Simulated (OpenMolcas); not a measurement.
## Fe2+: CASPT2 settings compared

| Item | Value |
| --- | --- |
| Program | OpenMolcas 26.06 |
| Basis | ANO-R1 [5s4p2d1f] |
| Scalar Hamiltonian | X2C, finite nucleus |
| Active space | 6 electrons in 5 orbitals (3d) |
| State averaging | 2S+1 = 5 even, 5 roots; 2S+1 = 3 even, 35 roots; 2S+1 = 1 even, 28 roots |
| Spin-orbit coupling | state interaction with AMFI integrals over the reference wave functions, term energies averaged over their components |

Methods on the same reference wave functions:
A. CASSCF
B. SS-CASPT2, IPEA 0.35 Eh, no level shift (closed shells correlated: 2s 2p 3s 3p)
C. SS-CASPT2, IPEA 0.4 Eh, imaginary shift 0.05 Eh (closed shells correlated: 3s 3p)
D. SS-CASPT2, IPEA 0.75 Eh, imaginary shift 0.1 Eh (closed shells correlated: 3s 3p)

Energies in cm⁻¹ above 3d⁶ ⁵D₄, the measured ground level; measured values from Corliss and Sugar, J. Phys. Chem. Ref. Data 11, 135 (1982).

```
  Level      A      B      C      D  Measured
3d⁶ ⁵D₄    0.0    0.0    0.0    0.0       0.0
3d⁶ ⁵D₃    439    441    441    440       436
3d⁶ ⁵D₂    753    752    753    753       739
3d⁶ ⁵D₁    957    954    954    955       932
3d⁶ ⁵D₀   1058   1053   1053   1054      1027
3d⁶ ³H₆  22393  21390  21410  21830     20051
3d⁶ ³H₅  22625  21610  21630  22050     20301
3d⁶ ³H₄  22802  21770  21790  22220     20482
3d⁶ ³P₂  24523  19620  19840  20650     19405
3d⁶ ³F₄  25666  22440  22590  23310     21462
3d⁶ ³P₁  25809  20910  21130  21940     20688
3d⁶ ³F₃  25904  22650  22800  23530     21700
3d⁶ ³F₂  26087  22800  22960  23690     21857
3d⁶ ³P₀  26360  21460  21680  22490     21208
3d⁶ ³G₅  28306  26170  26240  26730     24559
3d⁶ ³G₄  28719  26550  26620  27120     24941
3d⁶ ³G₃  28912  26740  26820  27310     25142
3d⁶ ¹I₆  33684  32380  32320  32400     30356
3d⁶ ¹G₄  35534  32640  32690  32920     30886
3d⁶ ³D₁  36663  32720  32880  33600          
3d⁶ ³D₂  36708  32740  32900  33620          
3d⁶ ³D₃  36834  32890  33050  33770     30858
```

Deviations, from unrounded energies. A percentage is the sum of absolute deviations over the sum of measured energies, with the sign that they share, or ± where signs differ.

| Against measurement | Levels | A | B | C | D |
| --- | --- | --- | --- | --- | --- |
| mean absolute deviation (cm-1) | 19 | 3200 | 960 | 1000 | 1500 |
| fine structure of the ground term (%) | 4 | +2.3 | +2.1 | +2.1 | +2.1 |
| other terms of the ground configuration (%) | 15 | +17.0 | +5.1 | +5.6 | +7.9 |

B lies closest to measurement on these levels and A furthest from it. The largest miss of B in the table is 3d⁶ ³D₃, by +2000 cm-1. The ranking rests on the paired levels alone, and a cruder setting can come out closer through cancelling errors.

Among B to D the level of the table that moves most is 3d⁶ ³P₂, by 1000 cm-1 (lowest in B, highest in D). Moves below CASPT2's spread within the term are not significant.

The mean deviations of B to D differ by less than CASPT2's widest spread within a term (540 cm-1), so their order carries little weight.

From A to B the spin-free energies of the other terms of 3d⁶ shown, above ⁵D, scale by factors of 0.80 to 0.96, as is usual when dynamic correlation screens the repulsion within a d or f shell.

The lowest spin-free term lies below A's lowest term by 0.368 hartree in B, 0.347 hartree in C, 0.336 hartree in D.

CASPT2 breaks the degeneracy within a term, and the mean is taken; among the terms shown or strongly mixed into the levels shown the widest spread is 540 cm-1 (3d⁶ ¹I, D). Without dynamic correlation excited terms often stand tens of per cent too high (terms of higher spin than the ground term too low), and those without a measured partner can miss by more than the paired ones (holds for A). The CASPT2 spread within a term exceeds the gap to the next term for 3d⁶ ¹I and 3d⁶ ¹G, so the order of their levels is uncertain (holds for B; D). Measured partners are found by configuration, term and J. A level has none where our copy of the source lacks it or the pairing is in doubt (some pairs that miss far off the trend of their configuration count as doubtful), and it then counts in no deviation. Only configurations of the active space appear. The table leaves out levels that lie high or whose names do not pair safely across all columns.
